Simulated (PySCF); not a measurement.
Molecule: SMILES C=CC1CCCCC1, C8H14.

Atom-mapped SMILES (the numbers label the heavy atoms): `[CH2:1]=[CH:2][CH:3]1[CH2:4][CH2:5][CH2:6][CH2:7][CH2:8]1`. Each H is labelled by its parent atom. Ha(C4), Ha(C5), Ha(C6), Ha(C7), Ha(C8) are cis to C2 on the ring; Ha(C1) is cis to C3; Hb(C4), Hb(C5), Hb(C6), Hb(C7), Hb(C8) are trans to C2 on the ring; Hb(C1) is trans to C3.

Geometry PBE0-D3(BJ)/def2-SVP throughout; GIAO in PySCF 2.14.0 with density-fitted response routines, gas phase, one conformer, non-relativistic; equivalent atoms averaged; basis pcSseg-1.

For orientation, B97-2 gives these shifts δ (against TMS at the same level): C3 46.6, C4/C8 35.3, Ha(C1) 5.23, Ha(C5)/Ha(C7) 1.62, H(C3) 1.60, Hb(C4)/Hb(C8) 1.49, Hb(C6) 1.52, Hb(C5)/Hb(C7) 1.21, Ha(C6) 1.08 ppm.

A run gave: C3 48.2, C4/C8 36.6, Ha(C1) 5.04, Ha(C5)/Ha(C7) 1.72, H(C3) 1.65, Hb(C4)/Hb(C8) 1.56, Hb(C6) 1.58, Hb(C5)/Hb(C7) 1.32, Ha(C6) 1.16 ppm (shifts δ (against TMS at the same level)).

Which functional was used in that run?
A. KT3
B. mPW1PW91
C. LDA
D. OPBE

## Answers

A. Ha(C1) tells them apart best: KT3 gives 5.04, OPBE gives 5.27, LDA gives 5.40, mPW1PW91 gives 5.29 ppm.
